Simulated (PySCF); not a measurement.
C₂H₄ClFSi, SMILES C=C[Si@H](F)Cl. Atoms are numbered in the order given.

```xyz
9

C     -2.4972     0.0204     0.3326
C     -1.3384    -0.4810     0.7827
Si     0.2798     0.3329     0.4086
F     -0.0253     1.6188    -0.5374
Cl     1.5077    -0.9617    -0.6367
H     -3.4596    -0.4577     0.5456
H     -2.5284     0.9320    -0.2734
H     -1.3479    -1.4003     1.3822
H      1.0292     0.8078     1.5928
```

Geometry: B3LYP-D3(BJ)/def2-SVP. The structure was generated by enumeration; whether it is a known compound was not checked. Other conformers were not sampled.

The numbers are results of PySCF 2.14.0 with TDA-B3LYP/def2-SVPD, not measurements.

Vertical excitations. Isolated molecule, no solvent.

```json
[
 {"state": "S1", "energy (eV)": "6.33", "λ (nm)": "196", "f": "0.004", "main pairs": "HOMO−1→LUMO 93 %"},
 {"state": "S2", "energy (eV)": "7.07", "λ (nm)": "175", "f": "0.046", "main pairs": "HOMO−2→LUMO 88 %"},
 {"state": "S3", "energy (eV)": "7.21", "λ (nm)": "172", "f": "0.033", "main pairs": "HOMO→LUMO+1 84 %"},
 {"state": "S4", "energy (eV)": "7.32", "λ (nm)": "169", "f": "0.157", "main pairs": "HOMO−3→LUMO 51 %, HOMO→LUMO 24 %, HOMO→LUMO+1 15 %"},
 {"state": "S5", "energy (eV)": "7.44", "λ (nm)": "167", "f": "0.245", "main pairs": "HOMO→LUMO 35 %, HOMO−3→LUMO 34 %, HOMO−2→LUMO 8 %, HOMO→LUMO+2 5 %"},
 {"state": "S6", "energy (eV)": "7.68", "λ (nm)": "161", "f": "0.039", "main pairs": "HOMO−1→LUMO+1 91 %"},
 {"state": "S7", "energy (eV)": "7.99", "λ (nm)": "155", "f": "0.036", "main pairs": "HOMO→LUMO+3 69 %, HOMO→LUMO+2 24 %"},
 {"state": "S8", "energy (eV)": "8.19", "λ (nm)": "151", "f": "0.038", "main pairs": "HOMO→LUMO+2 40 %, HOMO−4→LUMO 21 %, HOMO→LUMO+3 20 %"},
 {"state": "S9", "energy (eV)": "8.36", "λ (nm)": "148", "f": "0.108", "main pairs": "HOMO−2→LUMO+1 50 %, HOMO−1→LUMO+2 12 %, HOMO−1→LUMO+3 11 %"},
 {"state": "S10", "energy (eV)": "8.39", "λ (nm)": "148", "f": "0.013", "main pairs": "HOMO−4→LUMO 36 %, HOMO−1→LUMO+2 28 %, HOMO−1→LUMO+3 17 %"},
 {"state": "T1", "energy (eV)": "4.23", "λ (nm)": "293", "f": "0", "main pairs": "HOMO→LUMO 94 %"},
 {"state": "T2", "energy (eV)": "5.89", "λ (nm)": "211", "f": "0", "main pairs": "HOMO−1→LUMO 83 %, HOMO−3→LUMO 14 %"},
 {"state": "T3", "energy (eV)": "6.91", "λ (nm)": "180", "f": "0", "main pairs": "HOMO−2→LUMO 79 %"},
 {"state": "T4", "energy (eV)": "7.05", "λ (nm)": "176", "f": "0", "main pairs": "HOMO−3→LUMO 59 %, HOMO→LUMO+1 13 %, HOMO−2→LUMO 12 %"}
]
```
Triplets are in the Tamm–Dancoff approximation.
